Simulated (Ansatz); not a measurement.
Pulling on the Pb1–H2 bond in H3NPb (SMILES [NH2][PbH]) (multiplicity 1 held, fragments rigid). Energies count from the point at 1.865 Å.
Geometry at that point (charge 0, multiplicity 1):
```
atom    x (Å)    y (Å)    z (Å)
----  -------  -------  -------
Pb    -0.0569   0.1346   0.1663
H     -0.7454   1.2445  -1.1645
N      0.5644  -1.2798  -1.2998
H      0.4288  -1.1744  -2.2940
H      1.0352  -2.1459  -1.0822
```

Restricted levels (R-, RO-) in cc, def2 and unpolarised 6-31G sets keep to the state of the molecule at rest. U- levels take the lowest unrestricted solution at each point, which mixes spins at long bonds. Active spaces are followed from a long bond inwards. Curves can end on different states.

Correlated levels freeze the cores. Filled d and f shells under p-block atoms count as core.

Codes used: Ansatz (Gaussian basis) for Hartree–Fock, density functionals and correlated methods. Values without a source in brackets are computed. In def2 rows elements past Kr take small-core potentials, without spin–orbit coupling.

```csv
level,energy at R = 5.967 Å (kJ/mol)
R-r2SCAN/def2-TZVPP,368.8
U-B3LYP/def2-TZVPP,262.0
R-MP2/def2-TZVPP,373.7
U-MP2/def2-TZVPP,(withheld)
R-SCS-MP2/def2-TZVPP,(withheld)
U-CCSD/def2-TZVPP,252.5
U-CCSD(T)/def2-TZVPP,254.0
"FIC-NEVPT4(SD) on CASSCF(2,2)/def2-TZVPP",252.9
"FIC-MRCISD+Q on CASSCF(2,2)/def2-TZVPP",255.5
```

Problem. What belongs in the gaps?

Solution. 
- U-MP2/def2-TZVPP, energy at R = 5.967 Å (kJ/mol): 237.8
- R-SCS-MP2/def2-TZVPP, energy at R = 5.967 Å (kJ/mol): 345.1

Doubts at one or more of the structures used: a restricted determinant that unrestricted orbitals would lower (R-r2SCAN/def2-TZVPP, R-MP2/def2-TZVPP, R-SCS-MP2/def2-TZVPP); a spin-contaminated determinant (U-B3LYP/def2-TZVPP, U-MP2/def2-TZVPP, U-CCSD/def2-TZVPP, U-CCSD(T)/def2-TZVPP).

Ansatz is an electronic-structure program.
